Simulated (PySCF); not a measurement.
A GIAO shielding run with PySCF (density fitting, non-relativistic, gas phase) on SMILES C1=CC[SiH2][C@@H]1C(C)C, C$_{7}$H$_{14}$Si:

```
$ OMP_NUM_THREADS=1 python probes_run.py task.json out

{"job": {"kind": "nmr", "xc": "wB97X-D", "basis": "pcSseg-1", "pop": false}, "charge": 0, "multiplicity": 1}
C     -2.286044    -1.162252    -0.550108
C     -1.356448    -0.110817     0.043880
C     -1.463405     1.214931    -0.700648
C      0.092158    -0.633317     0.123535
C      1.039062     0.317692     0.812453
C      2.166843     0.712291     0.203948
C      2.490997     0.187345    -1.170091
Si     1.021347    -0.968171    -1.519181
H     -2.035182    -1.362704    -1.605241
H     -3.335615    -0.831299    -0.517784
H     -2.215792    -2.115493    -0.003054
H     -1.683597     0.070508     1.086136
H     -0.799050     1.976046    -0.264215
H     -2.493449     1.602514    -0.667792
H     -1.188937     1.100487    -1.762265
H      0.060391    -1.579298     0.696740
H      0.782815     0.685857     1.813982
H      2.856740     1.407079     0.696875
H      3.456078    -0.347792    -1.180763
H      2.588485     1.004416    -1.905706
H      0.265690    -0.602566    -2.757204
H      1.432229    -2.400635    -1.649824
```

Hardware: 1 thread of an AMD EPYC 9R45 96-Core, shared host. The job also computes ring-centre shieldings.

(1) How large is the calculation?

(2) How long does it take, and how much memory does it need?

(3) And these other runs on the same molecule and hardware: GIAO shielding at PBE0/pcSseg-1?

Answers

(1) 70 electrons, 213 basis functions and 1122 auxiliary functions.

(2) 29 s of wall time, with 13 SCF cycles and 6 response iterations; peak memory 1.2 GiB. Times on a shared host scatter by some tens of per cent.

(3) PBE0/pcSseg-1: 213 functions, 30 s.
